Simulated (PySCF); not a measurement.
# Co²⁺ (cobalt, charge +2) across methods

[Ar] 3d7, high-spin 4F determinant. All numbers are calculated (PySCF 2.14, the spin-free X2C one-electron Hamiltonian (Gaussian nucleus), in aug-cc-pVDZ-DK (7s6p4d2f, 59 functions)). The B2PLYP total includes its PT2 part (frozen core); its orbital energies are those of the SCF part.

```csv
method,E (hartree),mean ε 3p β (eV),mean ε 3d α (eV),mean ε 3d β (eV),Σ⟨r²⟩ (bohr²),⟨S²⟩
UHF,-1391.05154,-96.831,-38.176,-34.533,15.66,3.754
PBE,-1392.064,-82.432,-28.190,-25.802,16.06,3.751
r2SCAN,-1392.286,-83.569,-28.574,-26.065,15.91,3.752
BP86,-1392.519,-82.545,-28.230,-25.958,16.01,3.751
PBE0,-1392.094,-86.367,-30.887,-28.230,15.90,3.751
MN15,-1393.127,-86.721,-31.661,-28.477,15.91,3.753
B2PLYP,-1392.032,-90.317,-33.600,-30.698,15.82,3.752
B97-3,-1392.176,-86.687,-30.970,-28.401,15.86,3.752
```

**Question.** Estimate the same row for LDA.

**Answer.** E (hartree) = -1389.614; mean ε 3p β (eV) = -82.528; mean ε 3d α (eV) = -28.438; mean ε 3d β (eV) = -25.784; Σ⟨r²⟩ (bohr²) = 16.06; ⟨S²⟩ = 3.751.
